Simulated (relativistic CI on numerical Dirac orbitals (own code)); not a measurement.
**One change at a time: Kr⁶⁺**

Base calculation: Dirac-Coulomb-Breit CI, separate exchange-only KLI orbitals for each configuration, model QED, unscaled Slater integrals.

Configuration list (outside the closed core [Ar]): 3d¹⁰4s², 3d¹⁰4s4p, 3d¹⁰4p², 3d¹⁰4s4d, 3d¹⁰4s4f, 3d¹⁰4d², 3d¹⁰4p4d, 3d¹⁰4s5s, 3d¹⁰4f², 3d¹⁰4s5p, 3d¹⁰4p4f, 3d¹⁰4s5d, 3d¹⁰4p5s, 3d¹⁰4s6s, 3d¹⁰4s6p, 3d¹⁰4s5f, 3d¹⁰4s5g, 3d¹⁰4d4f, 3d¹⁰4s6d, 3d¹⁰4s7s, 3d¹⁰4s7p, 3d¹⁰4s7d, 3d⁹4s²4p, 3d¹⁰4d5s, 3d¹⁰5s², 3d¹⁰4f5s. Double excitations out of closed p, d and f shells are left out; levels of such configurations are missing from the list, as are those of other unlisted configurations, and high levels can miss mixing partners. These lack a partner that the ground configuration has and come out too high: 3d⁹4s²4p.

The lowest level and the first level of each name with at least 55 % of one term (blank where a level has no safe partner in the second run):

```tsv
Level	Base (cm⁻¹)	Shift (cm⁻¹)
3d¹⁰4s² ¹S0	0	0
3d¹⁰4s4p ³P°0	113534	+22
3d¹⁰4s4p ³P°1	116227	+23
3d¹⁰4s4p ³P°2	122479	+21
3d¹⁰4s4p ¹P°1	173479	+223
3d¹⁰4p² ³P0	272878	+132
3d¹⁰4p² ¹D2	275646	+117
3d¹⁰4p² ³P1	277031	+138
3d¹⁰4p² ³P2	284863	+146
3d¹⁰4p² ¹S0	325143	+339
3d¹⁰4s4d ³D1	346571	+150
3d¹⁰4s4d ³D2	347000	+152
3d¹⁰4s4d ³D3	347666	+154
3d¹⁰4s4d ¹D2	381068	+353
```

At this charge configurations can still be misplaced by up to about 7 % of their energy. 26 of the 26 excited levels that our extract of the measured tables holds in this range could be paired (the sources list more); they are missed by 4017 cm⁻¹ on average and 8128 at most, and levels without a partner can miss by more.

Problem. One thing was changed in a second run, which moved the levels as shown. Which?
A. Breit term removed
B. one mean potential for all configurations
C. only the first 3 configurations
D. configuration mixing switched off
E. QED terms removed

Solution. B. One mean potential for all configurations. One potential for all configurations removes the relaxation of the orbitals, which moves whole configurations and changes the integrals a little.

LS names give the leading component of a level, which can be under half, so a name can repeat, a term be missing and a line seem to break the LS rules.
